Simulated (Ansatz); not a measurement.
Geometry optimisation, Ansatz, RKS CAM-B3LYP-D4/6-31G.

Input file:

```yaml
crystal:
  periodic: [false, false, false]
  atoms:
    - { symbol: Si, position_ang: [-1.6806, -0.6084, -0.0814] }
    - { symbol: B, position_ang: [0.0441, 0.2414, -0.1497] }
    - { symbol: Si, position_ang: [1.4506, -0.6552, 0.7827] }
    - { symbol: C, position_ang: [0.4404, 1.5913, -0.9217] }
    - { symbol: S, position_ang: [-0.6423, 2.2947, -1.6566] }
    - { symbol: H, position_ang: [-2.6742, 0.3996, 0.5147] }
    - { symbol: H, position_ang: [-2.1358, -0.8751, -1.4587] }
    - { symbol: H, position_ang: [-1.648, -1.7809, 0.6979] }
    - { symbol: H, position_ang: [1.1456, -0.7313, 2.2657] }
    - { symbol: H, position_ang: [2.7359, 0.1019, 0.6604] }
    - { symbol: H, position_ang: [1.6427, -2.0088, 0.2666] }
    - { symbol: H, position_ang: [1.3987, 1.9756, -0.886] }
basis:
  gaussian: { orbitals: "6-31G" }
hamiltonian:
  xc: cam_b3lyp
  dispersion: d4
relax:
  f_tol: 0.015
  max_steps: 40
```

Run as:

```bash
$ ansatz run input.yaml --threads 1 --pin off --max-ram 2048MiB --backend cpu --events-out ev --progress --plain --runs-dir out
```

Question: Where does it end, and by what steps?

Answer: The forces met the threshold. The force dipped under the threshold on the way, but the program's further checks kept it going. Limits of this set-up: no polarisation functions. After 37 steps the energy has fallen by 1.758 eV; H12 moved furthest, 1.74 Å.

```tsv
step	energy less start (eV)	largest force component (eV/Å)	accepted
0	0.0000	7.711	yes
2	-1.2356	1.969	yes
4	-1.4583	0.271	yes
6	-1.5347	0.622	yes
8	-1.6611	0.259	yes
10	-1.7206	0.488	yes
12	-1.7509	0.089	yes
14	-1.7510	0.178	yes
16	-1.7538	0.128	no
18	-1.7552	0.009	yes
20	-1.7554	0.019	yes
22	-1.7556	0.043	yes
24	-1.7559	0.034	yes
26	-1.7563	0.033	yes
28	-1.7567	0.046	yes
30	-1.7570	0.042	yes
32	-1.7573	0.030	yes
34	-1.7576	0.021	yes
36	-1.7577	0.009	yes
37	-1.7577	0.003	yes
```

```xyz
12
Properties=species:S:1:pos:R:3
Si -1.813 -0.490 -0.020
B 0.049 0.328 -0.029
Si 1.645 -0.783 0.550
C 0.227 1.753 -0.506
S 0.556 1.839 -2.160
H -2.898 0.541 0.058
H -1.976 -1.259 -1.297
H -1.968 -1.445 1.125
H 1.704 -0.709 2.052
H 2.936 -0.268 -0.003
H 1.479 -2.224 0.176
H 0.134 2.660 0.089
```

Run time: 6.1 min on 1 thread of Intel(R) Xeon(R) Processor @ 2.70GHz, with other jobs on the host, peak memory 0.22 GiB.
